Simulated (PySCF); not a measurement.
Constitutional and geometric isomers with formula C2H3NSi. Isolated molecules, 0 K electronic values unless said otherwise. Strings in code marks are SMILES.

The S1 excitation (TDA) from two functionals at the same geometries (B3LYP-D3(BJ)/def2-TZVP), both in PySCF: PBE-D3(BJ)/def2-TZVP and B3LYP-D3(BJ)/def2-TZVP. B3LYP has the VWN-RPA correlation part, as in Gaussian. Excitations are Tamm–Dancoff values on a coarser integration grid. The basis has no diffuse functions, so Rydberg states are missing or too high.

| species | PBE-D3(BJ)/def2-TZVP (eV) | B3LYP-D3(BJ)/def2-TZVP (eV) |
|---|---|---|
| `C#CN=[SiH2]` | 2.13 | 2.36 |
| `[si]1(nc1)=C` | 2.99 | 3.71 |
| `C=[SiH]C#N` | 4.63 | 5.00 |
| `[H]/N=[SiH]/C#C` | 3.61 | 3.93 |

Over these rows, drawn at random from the members with no instability flagged (it was tested for open shells, ions and some series alone), PBE minus B3LYP-D3(BJ): mean -0.41 eV, from -0.72 eV to -0.23 eV.
